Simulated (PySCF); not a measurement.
# Shifts of the heteroatoms

Molfile (atoms numbered from 1):
```
C6H3F3
     RDKit          3D

 12 12  0  0  0  0  0  0  0  0999 V2000
   -2.4723   -1.2554   -0.4695 F   0  0  0  0  0  0  0  0  0  0  0  0
   -1.2931   -0.6536   -0.3443 C   0  0  0  0  0  0  0  0  0  0  0  0
   -1.2237    0.7330   -0.3888 C   0  0  0  0  0  0  0  0  0  0  0  0
    0.0205    1.3493   -0.2600 C   0  0  0  0  0  0  0  0  0  0  0  0
    1.1648    0.5848   -0.0881 C   0  0  0  0  0  0  0  0  0  0  0  0
    2.3545    1.1597    0.0377 F   0  0  0  0  0  0  0  0  0  0  0  0
    1.0717   -0.8077   -0.0437 C   0  0  0  0  0  0  0  0  0  0  0  0
    2.1727   -1.5235    0.1261 F   0  0  0  0  0  0  0  0  0  0  0  0
   -0.1573   -1.4384   -0.1724 C   0  0  0  0  0  0  0  0  0  0  0  0
   -2.1360    1.3151   -0.5236 H   0  0  0  0  0  0  0  0  0  0  0  0
    0.1198    2.4358   -0.2900 H   0  0  0  0  0  0  0  0  0  0  0  0
   -0.2240   -2.5262   -0.1383 H   0  0  0  0  0  0  0  0  0  0  0  0
  1  2  1  0
  2  3  1  0
  3  4  2  0
  4  5  1  0
  5  6  1  0
  5  7  2  0
  7  8  1  0
  7  9  1  0
  9  2  2  0
  3 10  1  0
  4 11  1  0
  9 12  1  0
M  END
```

A single conformation, no relativistic terms, gas phase. Shieldings: GIAO PBE0/pcSseg-1; couplings computed with B3LYP/pcJ-1 (spin–dipole term only in couplings to heteroatoms); structure optimised with PBE0-D3(BJ)/def2-SVP; PySCF 2.14.0 with density-fitted response routines.

Q: Where does $^{19}$F resonate?

A: 
```json
{"atoms": "F1", "environment": "aryl fluorine", "σ (ppm)": "291.1", "δ (ppm)": "-113.5"}
{"atoms": "F8", "environment": "aryl fluorine", "σ (ppm)": "311.2", "δ (ppm)": "-132.4"}
{"atoms": "F6", "environment": "aryl fluorine", "σ (ppm)": "324.2", "δ (ppm)": "-144.6"}
```

Shieldings were converted by a linear fit to measured shifts: $^{19}$F: δ = 160.63 − 0.942σ +14.9 on sp3 carbon (rms 6.9 ppm, 221 shifts, 7.7 ppm with the 5 outliers that the fit left out vs CFCl3, solution or neat liquid). A few per cent of atoms miss by over 2 rms, more outside the fitted compound classes. Couplings are scaled by factors fitted to measured values: $^{3}J$(H,H) × 0.91 (rms 0.4 Hz, 0.5 with 2 outliers), $^{1}J$(C,F) × 0.77 (rms 7.3 Hz), $^{2}J$(C,F) × 1.09 (rms 1.9 Hz, 5.0 with 1 outliers), $^{3}J$(C,F) × 1.48 (rms 1.3 Hz); all others are unscaled and can be 10–30 % off.

Couplings (the largest are listed; each averaged over equivalent pairs): $^{1}J$(C7,F8) = -247.0 Hz, $^{1}J$(F1,C2) = -243.9 Hz, $^{1}J$(C5,F6) = -241.8 Hz, $^{2}J$(F1,C9) = 26.5 Hz, $^{2}J$(F1,C3) = 22.9 Hz, $^{2}J$(F8,C9) = 19.2 Hz, $^{2}J$(C4,F6) = 18.3 Hz, $^{2}J$(F6,C7) = 12.8 Hz, $^{2}J$(C5,F8) = 11.0 Hz, $^{3}J$(F6,F8) = -12.5 Hz, $^{3}J$(F1,C7) = 11.4 Hz, $^{3}J$(F8,H12) = 11.1 Hz.

On a 600 MHz spectrometer $^{19}$F resonates near 564.6 MHz, so 1 ppm is 564.6 Hz.
